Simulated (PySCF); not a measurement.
Job file and geometry (Å, from GFN2-xTB) of an NMR shielding run on `S(=O)(=O)(Cl)C1=CC=C([SiH3])C=C1`, C$_{6}$H$_{7}$ClO$_{2}$SSi, GIAO PBE0/pcSseg-1 NMR shielding, non-relativistic, gas phase in PySCF 2.14.0, density-fitted response routines; density fitting, a coarse starting grid and PySCF grid level 2 are the driver's defaults:

```
{"job": {"kind": "nmr", "xc": "PBE0", "basis": "pcSseg-1"}, "charge": 0, "multiplicity": 1}
O      3.554473    -1.302345    -1.309691
S      3.126617    -0.071689    -0.728156
O      3.619619     1.159658    -1.253899
Cl     3.698419    -0.131171     1.236527
C      1.369738    -0.030480    -0.538026
C      0.686569    -1.224079    -0.478958
C     -0.686079    -1.185084    -0.299912
C     -1.360808     0.027153    -0.174851
Si    -3.242190     0.081539     0.053832
C     -0.626879     1.210367    -0.237387
C      0.745943     1.191123    -0.415110
H      1.231078    -2.149118    -0.579835
H     -1.241558    -2.109714    -0.254420
H     -3.844147     0.463115    -1.224820
H     -3.547720     1.077773     1.080496
H     -3.689832    -1.249692     0.459307
H     -1.137773     2.156976    -0.142032
H      1.335771     2.091986    -0.469481
```

Task: What does the program print?

Result: 
```
coarse grid: 17904 points
cycle   1  E = -1529.8358896791  dE =  2.604e+00  |g| = 1.165e+00  |ddm| = 4.590e+00
cycle   2  E = -1529.0592297968  dE =  7.767e-01  |g| = 2.360e+00  |ddm| = 3.486e+00
cycle   3  E = -1530.0793723139  dE = -1.020e+00  |g| = 2.065e-01  |ddm| = 2.676e+00
cycle   4  E = -1530.0879334409  dE = -8.561e-03  |g| = 1.060e-01  |ddm| = 3.709e-01
cycle   5  E = -1530.0905081476  dE = -2.575e-03  |g| = 3.037e-02  |ddm| = 1.218e-01
cycle   6  E = -1530.0907288431  dE = -2.207e-04  |g| = 9.373e-03  |ddm| = 3.919e-02
cycle   7  E = -1530.0907511820  dE = -2.234e-05  |g| = 2.264e-03  |ddm| = 1.263e-02
cycle   8  E = -1530.0907524238  dE = -1.242e-06  |g| = 3.432e-04  |ddm| = 3.182e-03
final grid: 162688 points
cycle   9  E = -1530.1770029007  dE = -3.518e-05  |g| = 1.050e-02  |ddm| = 5.043e-02
cycle  10  E = -1530.1769733879  dE =  2.951e-05  |g| = 1.570e-02  |ddm| = 2.930e-02
cycle  11  E = -1530.1770255965  dE = -5.221e-05  |g| = 2.389e-03  |ddm| = 1.898e-02
cycle  12  E = -1530.1770266493  dE = -1.053e-06  |g| = 4.554e-04  |ddm| = 2.492e-03
cycle  13  E = -1530.1770266916  dE = -4.228e-08  |g| = 1.797e-04  |ddm| = 6.629e-04
cycle  14  E = -1530.1770266999  dE = -8.314e-09  |g| = 4.725e-05  |ddm| = 2.305e-04
cycle  15  E = -1530.1770267004  dE = -5.507e-10  |g| = 1.075e-05  |ddm| = 6.105e-05
converged SCF energy = -1530.1770267004

GIAO shielding tensors (ppm)
atom      isotropic    diamagn.    paramagn.     s11        s22        s33       span
  0 O       49.374     397.829    -348.455    -42.339     44.664    145.797    188.136
  1 S      177.367    1046.721    -869.354      2.543    127.579    401.980    399.436
  2 O       49.222     397.839    -348.617    -42.672     44.530    145.808    188.480
  3 Cl     288.200    1145.801    -857.600    -54.109    -31.070    949.780   1003.889
  4 C       34.034     274.303    -240.270    -35.733     14.439    123.394    159.127
  5 C       56.706     252.728    -196.022    -39.431     29.051    180.499    219.930
  6 C       44.594     254.315    -209.721    -66.540     30.540    169.781    236.320
  7 C       40.694     260.218    -219.524    -56.936    -14.281    193.298    250.234
  8 Si     415.702     880.883    -465.181    367.333    420.261    459.512     92.179
  9 C       44.760     255.175    -210.415    -66.689     28.081    172.887    239.576
 10 C       57.100     252.603    -195.503    -39.105     29.612    180.793    219.898
 11 H       23.526      33.446      -9.920     19.081     22.747     28.749      9.668
 12 H       23.632      33.059      -9.427     19.354     23.191     28.353      8.999
 13 H       27.003      28.188      -1.186     23.909     25.035     32.063      8.155
 14 H       27.069      28.703      -1.634     23.169     26.115     31.922      8.754
 15 H       27.228      28.686      -1.457     23.147     26.526     32.013      8.866
 16 H       23.653      33.052      -9.399     19.309     23.112     28.538      9.230
 17 H       23.505      33.426      -9.920     19.021     22.774     28.721      9.701
```

Task: Turn these shieldings into chemical shifts. δ = σ(ref) − σ, references computed at the same level: H2O for $^{17}$O (σ = 336.08 ppm); CS2 for $^{33}$S (σ = 503.73 ppm); $^{35}$Cl (σ = 949.78 ppm) vs HCl; $^{13}$C (σ = 186.93 ppm), $^{29}$Si (σ = 349.16 ppm), $^{1}$H (σ = 31.72 ppm) against TMS.

Result: Averaging equivalent atoms: O 0/2: 286.8; S 1: 326; Cl 3: 662; C 4: 152.9; C 7: 146.2; C 6/9: 142.2; C 5/10: 130.0; Si 8: -66.5; H 11/17: 8.20; H 12/16: 8.07; H 13/14/15: 4.62 ppm. Unscaled 17O shifts of doubly bonded oxygen tend to come out too high, by tens of ppm or more. Experimental scales use liquid or dissolved standards, which lie at an offset from isolated H2O (liquid H2O: subtract about 36 ppm).

Size and cost of the density-fitted run: 243 basis functions, 60 s wall time on 1 thread of an Arm Neoverse V1, shared host.
